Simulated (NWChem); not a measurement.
System: CH3AlF2; SMILES [F][Al]([F])[CH3]

Program: NWChem. Structure relaxed at the PBE0/def2-SVP level. Gas phase, vertical.

CAM-B3LYP/def2-SVPD, TDA puts singlet state 1 at 7.70 eV with oscillator strength 0.225.

**Question.** Give the wavelength, the transition dipole and the radiative lifetime of that state in vacuum.

**Answer.** 
1. λ = 1239.84/7.70 = 161 nm, or 62100 cm⁻¹.
2. f = (2/3) ΔE μ² in atomic units, so μ = √(1.5 f/ΔE) = 1.09 a.u. = 2.78 D.
3. τ = 1.499 s cm⁻² / (f ν²) = 1.7 ns, for a non-degenerate state that emits at the vertical energy.
